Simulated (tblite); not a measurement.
Compound: C₅H₁₂OSi₂.
Atom-mapped SMILES: `[CH3:1][C:2]#[C:3][Si@H:4]([CH3:5])[O:6][SiH2:7][CH3:8]` (hydrogens: H9, H10, H11 on C1; H12 on Si4; H13, H14, H15 on C5; H16, H17 on Si7; H18, H19, H20 on C8)

Computed with GFN2-xTB (tblite), gas phase: L-BFGS steps from a force-field or distance-geometry start until the largest atomic force falls under 0.01 eV/Å.

Step 0: E = -663.3405 eV
```
atom  x, y, z in Å  |  force x, y, z in eV/Å
C1      3.3331    1.0587    0.4367   -0.698  -0.012   0.055
C2      2.0661    0.3113    0.4175    1.791   1.022   0.039
C3      1.0499   -0.3145    0.4207   -1.719  -0.919  -0.159
Si4    -0.5818   -1.2580    0.3810   -0.055   1.036   0.456
C5     -0.2645   -3.0852    0.1767    0.054  -0.513  -0.448
O6     -1.6173   -0.6762   -0.7744    0.162   0.549   0.213
Si7    -2.3831    0.7406   -1.1656   -0.897  -1.057   0.564
C8     -1.2322    2.1094   -1.6375    0.522   0.638  -0.434
H9      3.2083    2.0200   -0.0689   -0.068  -0.110   0.016
H10     4.1131    0.5047   -0.0676    0.099  -0.203  -0.117
H11     3.6490    1.2558    1.4613   -0.094  -0.086   0.015
H12    -1.2455   -1.0820    1.7061    0.118   0.127  -0.313
H13     0.2192   -3.2825   -0.7796   -0.034  -0.148   0.072
H14     0.3873   -3.4693    0.9610   -0.161   0.112  -0.106
H15    -1.2032   -3.6400    0.1968    0.192  -0.021   0.014
H16    -3.3131    0.4607   -2.2737    0.229  -0.249   0.081
H17    -3.2113    1.1634   -0.0034    0.264  -0.153  -0.165
H18    -0.5761    2.3713   -0.8154    0.115   0.082   0.013
H19    -1.7961    3.0049   -1.9225    0.227  -0.260   0.065
H20    -0.6071    1.8175   -2.4853   -0.051   0.165   0.138
```

Step 1: E = -663.3224 eV
```
atom  x, y, z in Å  |  force x, y, z in eV/Å
C1      3.3231    1.0585    0.4375    0.431   0.242  -0.011
C2      2.0917    0.3259    0.4180   -3.817  -2.345   0.018
C3      1.0253   -0.3276    0.4184    3.427   2.221  -0.127
Si4    -0.5826   -1.2432    0.3875   -0.295   0.180   0.257
C5     -0.2637   -3.0925    0.1703   -0.043   0.087  -0.161
O6     -1.6150   -0.6684   -0.7713    0.165   0.348   0.223
Si7    -2.3959    0.7255   -1.1575   -0.298  -0.265   0.198
C8     -1.2247    2.1185   -1.6437    0.006  -0.096   0.053
H9      3.2073    2.0184   -0.0687   -0.064  -0.008  -0.021
H10     4.1145    0.5018   -0.0693   -0.063  -0.041   0.005
H11     3.6477    1.2546    1.4615   -0.077  -0.057   0.010
H12    -1.2438   -1.0802    1.7017    0.023   0.148  -0.159
H13     0.2187   -3.2846   -0.7785    0.057  -0.182  -0.124
H14     0.3850   -3.4677    0.9595   -0.121   0.080  -0.087
H15    -1.2004   -3.6403    0.1970    0.066  -0.102  -0.007
H16    -3.3098    0.4572   -2.2725    0.143  -0.287   0.014
H17    -3.2075    1.1612   -0.0058    0.138  -0.112  -0.009
H18    -0.5744    2.3725   -0.8152    0.126   0.094   0.005
H19    -1.7929    3.0012   -1.9216    0.100  -0.011  -0.021
H20    -0.6078    1.8199   -2.4834    0.094   0.106  -0.058
```

Step 2: E = -663.4243 eV
```
atom  x, y, z in Å  |  force x, y, z in eV/Å
C1      3.3228    1.0601    0.4377    0.003  -0.134  -0.040
C2      2.0739    0.3146    0.4183   -0.176  -0.115   0.028
C3      1.0408   -0.3167    0.4168    0.071   0.192  -0.122
Si4    -0.5849   -1.2372    0.3914    0.085   0.108   0.136
C5     -0.2637   -3.0943    0.1671   -0.058   0.287  -0.058
O6     -1.6131   -0.6635   -0.7688    0.210   0.209   0.254
Si7    -2.4021    0.7187   -1.1536   -0.089   0.084   0.021
C8     -1.2223    2.1208   -1.6454   -0.147  -0.322   0.209
H9      3.2065    2.0179   -0.0688   -0.097  -0.006  -0.028
H10     4.1146    0.5006   -0.0698   -0.149  -0.010   0.041
H11     3.6467    1.2538    1.4617   -0.107  -0.068   0.000
H12    -1.2431   -1.0786    1.6991   -0.016   0.169  -0.063
H13     0.2189   -3.2865   -0.7791    0.079  -0.181  -0.179
H14     0.3835   -3.4666    0.9584   -0.102   0.071  -0.081
H15    -1.1991   -3.6411    0.1971    0.019  -0.119  -0.018
H16    -3.3078    0.4541   -2.2720    0.103  -0.305  -0.015
H17    -3.2053    1.1597   -0.0066    0.069  -0.090   0.075
H18    -0.5730    2.3735   -0.8151    0.116   0.088  -0.008
H19    -1.7911    2.9999   -1.9215    0.055   0.064  -0.044
H20    -0.6074    1.8214   -2.4831    0.130   0.080  -0.108
```

Step 3: E = -663.4363 eV
```
atom  x, y, z in Å  |  force x, y, z in eV/Å
C1      3.3223    1.0581    0.4371   -0.069  -0.052  -0.012
C2      2.0721    0.3133    0.4188    0.166   0.091   0.020
C3      1.0410   -0.3142    0.4148   -0.230  -0.001  -0.108
Si4    -0.5837   -1.2346    0.3939    0.094   0.090   0.094
C5     -0.2646   -3.0904    0.1658   -0.036   0.164  -0.121
O6     -1.6097   -0.6597   -0.7647    0.164   0.222   0.215
Si7    -2.4043    0.7190   -1.1527   -0.053   0.019   0.024
C8     -1.2240    2.1164   -1.6425   -0.048  -0.149   0.072
H9      3.2050    2.0177   -0.0692   -0.089  -0.050  -0.008
H10     4.1124    0.5003   -0.0693   -0.099  -0.048   0.008
H11     3.6450    1.2527    1.4617   -0.106  -0.071  -0.010
H12    -1.2432   -1.0759    1.6979   -0.028   0.169  -0.016
H13     0.2201   -3.2895   -0.7818    0.029  -0.131  -0.090
H14     0.3817   -3.4654    0.9571   -0.095   0.084  -0.082
H15    -1.1986   -3.6430    0.1968    0.049  -0.066  -0.025
H16    -3.3059    0.4491   -2.2722    0.092  -0.302  -0.020
H17    -3.2040    1.1582   -0.0056    0.039  -0.076   0.101
H18    -0.5712    2.3750   -0.8152    0.079   0.055  -0.024
H19    -1.7901    3.0006   -1.9221    0.088  -0.025  -0.008
H20    -0.6055    1.8227   -2.4846    0.054   0.079  -0.010
```

Question: Estimate the geometry and energy of step 4. (The exact step hangs on the optimiser's Hessian estimate; all steps are aligned on step 3, rigid shifts and turns removed.)

Answer: E = -663.4599 eV, largest force 0.460 eV/Å
```
atom  x, y, z in Å  |  force x, y, z in eV/Å
C1      3.3186    1.0542    0.4360   -0.093   0.063   0.026
C2      2.0701    0.3113    0.4203    0.392   0.241  -0.005
C3      1.0375   -0.3070    0.4071   -0.376  -0.129  -0.059
Si4    -0.5794   -1.2249    0.4026    0.066  -0.068  -0.034
C5     -0.2671   -3.0798    0.1578    0.005  -0.091  -0.145
O6     -1.5981   -0.6439   -0.7498    0.050   0.175   0.098
Si7    -2.4120    0.7171   -1.1489    0.090   0.002  -0.024
C8     -1.2270    2.1062   -1.6370    0.147   0.179  -0.118
H9      3.1991    2.0151   -0.0700   -0.073  -0.083   0.009
H10     4.1057    0.4973   -0.0685   -0.018  -0.091  -0.040
H11     3.6381    1.2480    1.4614   -0.082  -0.058  -0.003
H12    -1.2442   -1.0650    1.6945   -0.066   0.161   0.125
H13     0.2228   -3.2992   -0.7889   -0.059  -0.003   0.046
H14     0.3751   -3.4600    0.9516   -0.061   0.116  -0.085
H15    -1.1954   -3.6482    0.1955    0.078   0.063  -0.056
H16    -3.2991    0.4294   -2.2730    0.060  -0.290  -0.027
H17    -3.1998    1.1526   -0.0006   -0.054  -0.031   0.169
H18    -0.5650    2.3794   -0.8163   -0.028  -0.040  -0.069
H19    -1.7844    2.9999   -1.9231    0.096  -0.144   0.050
H20    -0.6007    1.8283   -2.4868   -0.073   0.027   0.140
```

The energy changes by -0.0236 eV. The first-order estimate −F·Δx gives -0.0359 eV and the mean of the old and new forces, exact on a quadratic surface, -0.0236 eV. The step makes an angle of 25° with the force vector and moves no atom by more than 0.025 Å.

The cost below is that of the whole relaxation. The run took 0.85 s of wall time on Arm Neoverse V2, one thread (shared host).
